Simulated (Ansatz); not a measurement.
Molecule: sum formula H8Si3NO, charge 0, multiplicity 2. It need not be the lowest isomer of its formula. 
Structure (B3LYP-D3(BJ)/def2-TZVP (Ansatz, a quantum-chemistry and plane-wave program) minimum search):
```
N
H 1 1.0129
Si 1 1.7310 2 115.07
O 3 1.6458 1 111.47 2 -63.35
Si 4 1.6429 3 143.83 1 -0.34
Si 1 1.7384 2 114.98 3 174.70
H 6 1.4774 1 107.33 2 177.48
H 5 1.4779 4 108.35 3 162.75
H 5 1.4811 8 109.70 4 -120.47
H 5 1.4830 8 109.38 9 -119.32
H 6 1.4833 7 109.47 1 -121.81
H 6 1.4836 7 109.87 11 -117.86
H 3 1.4903 4 108.76 5 116.58
```
Charge 0, spin multiplicity 2.

Total electronic energies in hartree. Correlated levels leave the core frozen unless marked. UHF or UKS for open shells. Spin-orbit coupling is left out. No relativistic terms. Basis-set limits of correlation are two-point, X^-3; Hartree-Fock from the larger set. The bracket is a focal-point correction in the basis named.

```json
[
 {"level": "HF/cc-pV(D+d)Z", "program": "Ansatz", "energy (Eh)": "-1000.88092"},
 {"level": "PBE-D4/def2-TZVPD", "program": "Ansatz + dftd4", "energy (Eh)": "-1002.82620"},
 {"level": "B97M-V/def2-TZVPD", "program": "Ansatz", "energy (Eh)": "-1003.17332"},
 {"level": "B3LYP-D4/def2-TZVPD", "program": "Ansatz + dftd4", "energy (Eh)": "-1003.52349"},
 {"level": "PBE0/def2-SVP", "program": "Ansatz", "energy (Eh)": "-1002.43154"},
 {"level": "BHLYP-D3(BJ)/def2-TZVPD", "program": "Ansatz + dftd3", "energy (Eh)": "-1003.38925"},
 {"level": "BHLYP-D4/def2-TZVPD", "program": "Ansatz + dftd4", "energy (Eh)": "-1003.38772"},
 {"level": "r2SCANh-D4/def2-TZVPD", "program": "Ansatz + dftd4", "energy (Eh)": "-1003.27599"},
 {"level": "HSE06-D3(BJ)/def2-TZVPD", "program": "Ansatz + dftd3", "energy (Eh)": "-1002.89379"},
 {"level": "LC-wPBE/def2-TZVPD", "program": "Ansatz", "energy (Eh)": "-1003.08112"},
 {"level": "B2GP-PLYP/def2-TZVPD", "program": "Ansatz", "energy (Eh)": "-1002.82376"},
 {"level": "PBE-QIDH/def2-TZVPD", "program": "Ansatz", "energy (Eh)": "-1002.63805"},
 {"level": "MP2/cc-pV(Q+d)Z", "program": "Ansatz", "energy (Eh)": "-1001.86101"},
 {"level": "SCS-MP2/6-31G", "program": "Ansatz", "energy (Eh)": "-1000.97870"},
 {"level": "SCS-MP2/6-31G*", "program": "Ansatz", "energy (Eh)": "-1001.36313"},
 {"level": "SCS-MP2/cc-pV(T+d)Z", "program": "Ansatz", "energy (Eh)": "-1001.79015"},
 {"level": "CCSD/6-31G*", "program": "Ansatz", "energy (Eh)": "-1001.42001"},
 {"level": "CCSD/cc-pwCVTZ", "program": "Ansatz", "energy (Eh)": "-1001.84970"},
 {"level": "CCSD(T)/cc-pV(D+d)Z", "program": "Ansatz", "energy (Eh)": "-1001.59731"},
 {"level": "CCSD(T)/cc-pwCVTZ", "program": "Ansatz", "energy (Eh)": "-1001.88130"},
 {"level": "RI-MP2/CBS(cc-pV(T+d)Z,cc-pV(Q+d)Z)+[CCSD(T)-MP2]/cc-pV(D+d)Z", "program": "Ansatz", "energy (Eh)": "-1001.9873"},
 {"level": "RI-MP2/CBS(cc-pV(T+d)Z,cc-pV(Q+d)Z)+[CCSD(T)-MP2]/cc-pV(T+d)Z", "program": "Ansatz", "energy (Eh)": "-1001.9928"},
 {"level": "CCSD(T)/CBS(cc-pV(T+d)Z,cc-pV(Q+d)Z)", "program": "Ansatz", "energy (Eh)": "-1001.9853"}
]
```

Totals of different functionals don't rank their quality; only differences between species are comparable.
